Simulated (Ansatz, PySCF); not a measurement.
The PySCF input:
```python
from pyscf import gto, scf, dft

mol = gto.Mole()
mol.atom = '''
    C     1.946199    0.866066    0.188851
    O     0.590225    0.525837    0.289552
    C     0.156287   -0.354956   -0.726775
    C    -1.292303   -0.626430   -0.519255
    O    -1.820194   -0.492103    0.729644
    H     2.158635    1.375892   -0.758516
    H     2.161417    1.536776    1.018357
    H     2.585115   -0.023163    0.261287
    H     0.764059   -1.286754   -0.687474
    H     0.322604    0.087362   -1.724140
    H    -1.825344   -1.300667   -1.162321
    H    -1.187833    0.032603    1.242311
'''
mol.basis = 'def2-svp'
mol.charge = 0
mol.spin = 1
mol.verbose = 4
mol.build()

mf = dft.UKS(mol)
mf.xc = 'camb3lyp'
mf.grids.atom_grid = (99, 590)
mf.grids.prune = None
mf.kernel()
```

Q: Convert this to an input for Ansatz (an electronic-structure program).

A: This is not unique; one that fits is 
Ansatz 0.2 input:
```yaml
crystal:
  periodic: [false, false, false]
  atoms:
    - {symbol: C, position_ang: [1.94619892, 0.86606572, 0.18885141]}
    - {symbol: O, position_ang: [0.59022519, 0.52583716, 0.28955219]}
    - {symbol: C, position_ang: [0.15628695, -0.35495568, -0.72677514]}
    - {symbol: C, position_ang: [-1.29230339, -0.62643041, -0.51925532]}
    - {symbol: O, position_ang: [-1.82019372, -0.49210313, 0.72964401]}
    - {symbol: H, position_ang: [2.15863515, 1.37589211, -0.75851598]}
    - {symbol: H, position_ang: [2.16141740, 1.53677599, 1.01835714]}
    - {symbol: H, position_ang: [2.58511519, -0.02316283, 0.26128712]}
    - {symbol: H, position_ang: [0.76405915, -1.28675436, -0.68747395]}
    - {symbol: H, position_ang: [0.32260412, 0.08736248, -1.72414028]}
    - {symbol: H, position_ang: [-1.82534441, -1.30066663, -1.16232094]}
    - {symbol: H, position_ang: [-1.18783320, 0.03260304, 1.24231141]}
basis:
  gaussian:
    orbitals: def2-SVP
hamiltonian:
  xc: cam_b3lyp
magnetization: {spin_polarized: true, initial_magnetization: 1}
accuracy: high
```

Both were run: PySCF gave -268.576202 Eh and Ansatz -268.576202 Eh, 0.000 mEh apart.
